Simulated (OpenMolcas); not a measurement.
An atom or ion with 39 electrons was computed by SS-CASPT2, IPEA 0.25 Eh, imaginary shift 0.1 Eh with spin-orbit coupling (OpenMolcas, ANO-RCC-VTZP, DKH2). The lowest levels that the run gave, each within 12 % of the measured value where one is at hand:

```json
{"J": "3/2", "Parity": "even", "E (cm⁻¹)": "0.0", "g": "0.402"}
{"J": "5/2", "Parity": "even", "E (cm⁻¹)": "535", "g": "1.029"}
{"J": "7/2", "Parity": "even", "E (cm⁻¹)": "1221", "g": "1.238"}
{"J": "9/2", "Parity": "even", "E (cm⁻¹)": "2010", "g": "1.332"}
{"J": "3/2", "Parity": "even", "E (cm⁻¹)": "8870", "g": "1.630"}
{"J": "1/2", "Parity": "even", "E (cm⁻¹)": "8920", "g": "2.443"}
{"J": "7/2", "Parity": "even", "E (cm⁻¹)": "9720", "g": "0.890"}
{"J": "5/2", "Parity": "even", "E (cm⁻¹)": "9870", "g": "1.597"}
{"J": "9/2", "Parity": "even", "E (cm⁻¹)": "10300", "g": "1.097"}
{"J": "1/2", "Parity": "even", "E (cm⁻¹)": "11080", "g": "0.893"}
{"J": "3/2", "Parity": "even", "E (cm⁻¹)": "11350", "g": "1.298"}
{"J": "3/2", "Parity": "even", "E (cm⁻¹)": "13570", "g": "0.937"}
```

Question: Which ion is it, and what are the configurations and terms?

Answer: Nb²⁺ (Z = 41, charge +2; active space 3 electrons in 6 orbitals (4d 5s)). J, parity and g give the terms where levels are pure, and mixed ones are named by the computed weights; the size of the splittings, set against known spectra of the 39-electron sequence, gives the charge. In order, with the measured energies in cm⁻¹ (the list in Shadmi, J. Res. Natl. Bur. Stand. 70A, 435 (1966)): 4d³ ⁴F_3/2, 4d³ ⁴F_5/2 (516), 4d³ ⁴F_7/2 (1177), 4d³ ⁴F_9/2 (1939), 4d³ ⁴P_3/2 (8608), 4d³ ⁴P_1/2 (8664), 4d³ ²G_7/2 (9236), 4d³ ⁴P_5/2 (9594), 4d³ ²G_9/2 (9804), 4d³ ²P_1/2, 4d³ ²P_3/2 [55 %], 4d³ ²D_3/2(1) [74 %].

CASPT2 breaks the degeneracy within a term, and the mean is taken; among the terms shown or strongly mixed into the levels shown the widest spread is 320 cm-1 (4d³ ⁴F). Measured partners are found by configuration, term and J. A level has none where our copy of the source lacks it or the pairing is in doubt (some pairs that miss far off the trend of their configuration count as doubtful), and it then counts in no deviation. Only configurations of the active space appear.

A share in square brackets marks a mixed level and gives the weight of the term that names it. A number in round brackets counts repeated terms of one configuration in the order of the reference energies.
